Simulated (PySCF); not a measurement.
Al(F)(Cl)(OH) (AlClFHO), SMILES [OH][Al]([F])[Cl]. Geometry optimised at PBE0-D3(BJ)/def2-SVP. One conformer was computed; it need not be the lowest.

Level of theory: PBE0-D3(BJ)/def2-SVP run with PySCF 2.14.0.

Harmonic wavenumbers (cm⁻¹): 191, 225, 260, 344, 509, 554, 853, 975, 3990. Rotational constants (GHz): 6.593, 3.164, 2.138; symmetry number 1.

Problem. Work out the zero-point energy and the ideal-gas rigid-rotor harmonic-oscillator thermochemistry at 298.15 K and 1 atm.

Solution. ZPE = ½ Σ hcν = ½ × 7902 cm⁻¹ = 11.30 kcal/mol. H − E(el) = 15.20 kcal/mol. Entropy in cal/(mol K): translation 39.67, rotation 26.38, vibration 8.43, total 74.49. G − E(el) = -7.01 kcal/mol. Cp = 18.27 cal/(mol K).
